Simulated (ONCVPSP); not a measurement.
## Transferability test, ONCV potential for phosphorus (P)

- Element: phosphorus
- Generator: ONCVPSP 4.0.1
- Type: optimised norm-conserving Vanderbilt (ONCV)
- Functional: LDA (Perdew-Zunger)
- Relativity: scalar-relativistic
- Frozen core: [Ne]
- Valence charge: 5
- Reference configuration: 3s2 3p2 (charge +1)
- Partial waves: 3s: rc 1.40 bohr, ncon 3, nbas 8, qcut 4.6 1/bohr, 2 projectors, debl 3.2 Ha; 3p: rc 1.85 bohr, ncon 4, nbas 7, qcut 4.8 1/bohr, 1 projector
- Local potential: polynomial inside 1.20 bohr (lpopt 5, dvloc0 0 Ha)
- Core correction: none

Energies are relative to the spin-unpolarised reference configuration 3s2 3p2; without spin polarisation the order of configurations can differ from experiment.

| valence configuration | charge | ΔE all-electron (eV) | error AE − PS (meV) |
| --- | --- | --- | --- |
| 3s2 3p3 | 0 | -9.821 | +5.5 |
| 3s2 3p1 | +2 | 19.249 | +13 |
| 3s2 3p0 | +3 | 49.144 | +88 |
| 3s0 3p5 | 0 | 7.316 | +8.8 |

Levels in the configuration 3s2 3p3:

| level | all-electron (eV) | pseudo (eV) |
| --- | --- | --- |
| 3s | -14.021 | -14.032 |
| 3p | -5.603 | -5.609 |
